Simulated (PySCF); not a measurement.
Fractional electron number in Xe (xenon, neutral)

The 5p beta orbital of [Xe] is emptied in steps (occupation f), with all orbitals relaxed, ending at [Kr] 4d10 5s2 5p5. All numbers are calculated (PySCF 2.14, a scalar-relativistic core potential, in def2-SVP with the def2 core potential (28 electrons) (6s5p3d2f, 50 functions)). The exact energy is a straight line in f; departures are measured from the line between the end points of the same method.

```
   f  UHF (eV)  LDA (eV)  PBE (eV)  PBE0 (eV)  r2SCAN (eV)  LC-wPBE (eV)  BHandHLYP (eV)  wB97X (eV)  CAM-B3LYP (eV)  B3LYP (eV)
   1     0.000     0.000     0.000      0.000        0.000         0.000           0.000       0.000           0.000       0.000
0.75     0.172    -0.801    -0.774     -0.542       -0.716        -0.030          -0.326      -0.104          -0.306      -0.605
 0.5     0.222    -1.073    -1.033     -0.722       -0.943        -0.040          -0.438      -0.152          -0.411      -0.809
0.25     0.162    -0.808    -0.775     -0.541       -0.701        -0.028          -0.332      -0.127          -0.311      -0.609
   0     0.000     0.000     0.000      0.000        0.000         0.000           0.000       0.000           0.000       0.000
```

```csv
method,E(f=0) − E(f=1) (eV),−ε at f=1 (eV),−ε at f=0.5 (eV)
UHF,11.466,12.410,11.439
LDA,12.611,8.364,12.592
PBE,12.325,8.210,12.321
PBE0,12.392,9.504,12.394
r2SCAN,12.425,8.575,12.468
LC-wPBE,12.401,12.237,12.406
BHandHLYP,12.331,10.609,12.314
wB97X,12.328,11.808,12.269
CAM-B3LYP,12.438,10.820,12.424
B3LYP,12.432,9.222,12.420
```

Orbital energy along the path (eV):

```
   f      UHF      LDA      PBE     PBE0   r2SCAN  LC-wPBE  BHandHLYP    wB97X  CAM-B3LYP    B3LYP
   1  -12.410   -8.364   -8.210   -9.504   -8.575  -12.237    -10.609  -11.808    -10.820   -9.222
0.75  -11.902  -10.459  -10.256  -10.946  -10.546  -12.322    -11.451  -12.018    -11.613  -10.810
 0.5  -11.439  -12.592  -12.321  -12.394  -12.468  -12.406    -12.314  -12.269    -12.424  -12.420
0.25  -11.016  -14.754  -14.392  -13.838  -14.312  -12.483    -13.201  -12.601    -13.254  -14.048
   0  -10.627  -16.931  -16.460  -15.271  -16.140  -12.538    -14.126  -13.111    -14.115  -15.692
```

Reference removal energy between the ground levels: 12.130 eV (measured; NIST Atomic Spectra Database, ionization energies). The calculation has no spin-orbit coupling. UHF lacks correlation.
